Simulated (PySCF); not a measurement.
Structure problem from calculated spectra and properties.

Formula: C5H17N3Si.

* Valence photoelectron: vertical ionisation energy: 8.04 eV [ΔSCF CAM-B3LYP/def2-SVPD]
* Polarisability: 113.9 au [CAM-B3LYP/def2-SVPD]
* Triplet: lowest triplet excitation (Tamm–Dancoff): 5.73 eV [TDA CAM-B3LYP/def2-SVPD]
* NMR, other nuclei: isotropic shieldings of nuclei other than C and H, by class: 241 (1 N), 259 (1 N), 263 (1 N), 418 (1 Si) ppm [GIAO HF/pcSseg-1]
* Rotational structure: rotational constants A, B, C: 2.128, 0.778, 0.705 GHz [PBE0-D3(BJ)/def2-SVP]
* Dipole: 1.33 D [CAM-B3LYP/def2-SVPD]
* 13C NMR: chemical shifts (computed TMS as zero) by class: 49.3 (1 C), 45.0 (1 C), 34.8 (1 C), 34.4 (2 C) ppm [GIAO HF/pcSseg-1]

Gas-phase values; electronic properties from PySCF, density fitting. Levels stand in brackets. Isolated species at its PBE0-D3(BJ)/def2-SVP geometry (one conformer only). NMR classes are plain means over equivalent atoms (diastereotopic ones count apart unless rotation or inversion swaps them), as if these changed places fast.

**Question.** What is the compound? Reason from the data.

**Answer.** Numbering: `[CH3:1][N:2]([CH3:3])[SiH2:4][N:5]([CH3:6])[CH2:7][CH2:8][NH2:9]`. Its formula, C5H17N3Si, gives 0 degrees of unsaturation, so no ring and no π bond. 5 carbons fall into 4 classes; from least to most shielded: sp3 carbon bound to nitrogen [C7] (49.3 ppm), sp3 carbon bound to nitrogen [C8] (45.0 ppm), N-methyl carbon [C6] (34.8 ppm), N-methyl carbon [C1/C3] (34.4 ppm, 2 C, up to 2.1 ppm apart in this geometry). The other shieldings belong to: 241 ppm, primary amine nitrogen [N9]; 259 ppm, silicon-bound nitrogen [N5]; 263 ppm, silicon-bound nitrogen [N2]; 418 ppm, SiH2 silicon [Si4]. The first electron is taken from the HOMO, whose largest Löwdin shares are 0.34 on a silicon-bound nitrogen, 0.10 on the primary amine nitrogen, 0.09 on a silicon-bound nitrogen and 0.08 on an sp3 carbon bound to nitrogen. The optimised geometry has point group C1 and is an asymmetric top. Structure: `CN(C)[SiH2]N(C)CCN`. Computed isomers that give other values at the same levels: `CC[Si](NC)(NC)NC` (rotational constant A: 1.403 GHz; this holds for the one conformer computed). The assignments are read from this structure; whether some other isomer fits the data as well wasn't checked.
